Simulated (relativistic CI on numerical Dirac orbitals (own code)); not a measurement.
**d2 in a ligand field**

Computed with a parametric ligand-field model of a d^n configuration (Racah B and C, spin-orbit zeta, crystal field), exact diagonalisation.

Field parameters in Wybourne normalisation: Oh B⁴₀ = 21Dq, B⁴₄ = √(5/14) B⁴₀. The field is a parameter set, without covalency.

Q: A d2 ion in Oh symmetry has the ground term 3T1 and bands at 3T2 4626 cm⁻¹ (2162 nm), 1T2 6450 cm⁻¹ (1550 nm), 1E 6616 cm⁻¹ (1512 nm), 3T1 9752 cm⁻¹ (1025 nm), 3A2 9826 cm⁻¹ (1018 nm), 1T2 11942 cm⁻¹ (837 nm). Which parameters reproduce them?

A: B = 380, C = 1970, ζ = 0 cm⁻¹, Oh, 10Dq = 5200 cm⁻¹.

Q: Ground term and bands for B = 790, C = 3860, ζ = 0 cm⁻¹, Oh, 10Dq = 4150 cm⁻¹?

A: Ground term 3T1 with 0.12 electrons in the two orbitals of the cubic e set. Spin-allowed: 3T2 3510 cm⁻¹ (2849 nm), 3A2 7660 cm⁻¹ (1306 nm), 3T1 14719 cm⁻¹ (679 nm). Lowest spin-forbidden: 1T2 12658 cm⁻¹ (790 nm), 1E 13298 cm⁻¹ (752 nm), 1T2 19081 cm⁻¹ (524 nm).

Q: Ground term and bands for B = 980, C = 4440, ζ = 0 cm⁻¹, Oh, 10Dq = 14400 cm⁻¹?

A: Ground term 3T1 with 0.05 electrons in the two orbitals of the cubic e set. Spin-allowed: 3T2 12864 cm⁻¹ (777 nm), 3T1 26028 cm⁻¹ (384 nm), 3A2 27264 cm⁻¹ (367 nm). Lowest spin-forbidden: 1T2 15354 cm⁻¹ (651 nm), 1E 15756 cm⁻¹ (635 nm), 1A1 30238 cm⁻¹ (331 nm).

Q: A d2 ion in Oh symmetry has the ground term 3T1 and bands at 3T2 7846 cm⁻¹ (1275 nm), 1T2 11468 cm⁻¹ (872 nm), 1E 11848 cm⁻¹ (844 nm), 3A2 16746 cm⁻¹ (597 nm), 3T1 18191 cm⁻¹ (550 nm), 1T2 21163 cm⁻¹ (473 nm). Which parameters reproduce them?

A: B = 760, C = 3230, ζ = 0 cm⁻¹, Oh, 10Dq = 8900 cm⁻¹.

Q: Ground term and bands for B = 590, C = 2650, ζ = 0 cm⁻¹, Oh, 10Dq = 10500 cm⁻¹?

A: Ground term 3T1 with 0.04 electrons in the two orbitals of the cubic e set. Spin-allowed: 3T2 9486 cm⁻¹ (1054 nm), 3T1 17323 cm⁻¹ (577 nm), 3A2 19986 cm⁻¹ (500 nm). Lowest spin-forbidden: 1T2 9191 cm⁻¹ (1088 nm), 1E 9394 cm⁻¹ (1065 nm), 1A1 18725 cm⁻¹ (534 nm).
